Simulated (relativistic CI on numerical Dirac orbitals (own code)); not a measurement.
Computed by Dirac-Coulomb-Breit CI, separate exchange-only KLI orbitals for each configuration, model QED, unscaled Slater integrals (own radial code, finite nucleus).

CI space (outside the closed core [Ar] 3d10): 4s²4p⁶4d⁹, 4s²4p⁶4d⁸4f, 4s²4p⁵4d¹⁰, 4s4p⁶4d¹⁰, 4s²4p⁵4d⁹4f, 4s4p⁶4d⁹4f, 4s²4p⁶4d⁸5s, 4s²4p⁶4d⁷4f5s, 4s²4p⁶4d⁸5p, 4s²4p⁵4d⁹5s, 4s²4p⁶4d⁸5f, 4s²4p⁶4d⁷5s5p, 4p⁶4d¹⁰4f, 4s²4p⁵4d⁹5d, 4s4p⁶4d⁹5s, 4s²4p⁶4d⁸6p, 4p⁶4d¹⁰5p, 4p⁶4d⁹4f², 4p⁶4d⁸4f³, 4p⁵4d¹⁰4f², 4p⁵4d⁹4f³, 4p⁶4d⁸4f²5s, 4p⁶4d¹⁰5s, 4p⁵4d¹⁰4f5s, 4p⁶4d⁹5s², 4p⁶4d⁸4f5s², 4p⁵4d¹⁰5s², 4p⁵4d⁹4f5s². Double excitations out of closed p, d and f shells are left out; levels of such configurations are missing from the list, as are those of other unlisted configurations, and high levels can miss mixing partners. These lack a partner that the ground configuration has and come out too high: 4s²4p⁶4d⁸5p, 4s²4p⁵4d⁹5s, 4s²4p⁶4d⁸5f, 4s²4p⁵4d⁹5d, 4s²4p⁶4d⁸6p.

At this charge energies of transitions that change n are usually good to better than 1 %, and those within a shell (Δn = 0) to a few per cent.

Outline of the computed level scheme of Pb XXXVIII. Lowest level of each configuration: 4s²4p⁶4d⁹ ²D5/2 at 0.000 eV; 4s²4p⁵4d¹⁰ ²P°3/2 at 225.904 eV; 4s²4p⁶4d⁸4f ⁴F°5/2 at 230.080 eV.

Some strong electric-dipole decays among the lowest 45 levels: 4s²4p⁶4d⁸4f ⁴F°5/2 → 4s²4p⁶4d⁹ ²D5/2 (1.4e+11 s⁻¹); 4s²4p⁶4d⁸4f ⁴G°7/2 → 4s²4p⁶4d⁹ ²D5/2 (1.3e+11 s⁻¹); 4s²4p⁶4d⁸4f ²P°3/2 → 4s²4p⁶4d⁹ ²D5/2 (1.1e+11 s⁻¹); 4s²4p⁵4d¹⁰ ²P°3/2 → 4s²4p⁶4d⁹ ²D5/2 (3.4e+10 s⁻¹); 4s²4p⁶4d⁸4f ⁴D°3/2 → 4s²4p⁶4d⁹ ²D5/2 (2.2e+10 s⁻¹); 4s²4p⁶4d⁸4f ²S°1/2 → 4s²4p⁶4d⁹ ²D3/2 (1.3e+10 s⁻¹); 4s²4p⁶4d⁸4f ²D°3/2 → 4s²4p⁶4d⁹ ²D5/2 (8.1e+09 s⁻¹); 4s²4p⁵4d¹⁰ ²P°3/2 → 4s²4p⁶4d⁹ ²D3/2 (7.2e+09 s⁻¹).

LS names give the leading component of a level, which can be under half, so a name can repeat, a term be missing and a line seem to break the LS rules.
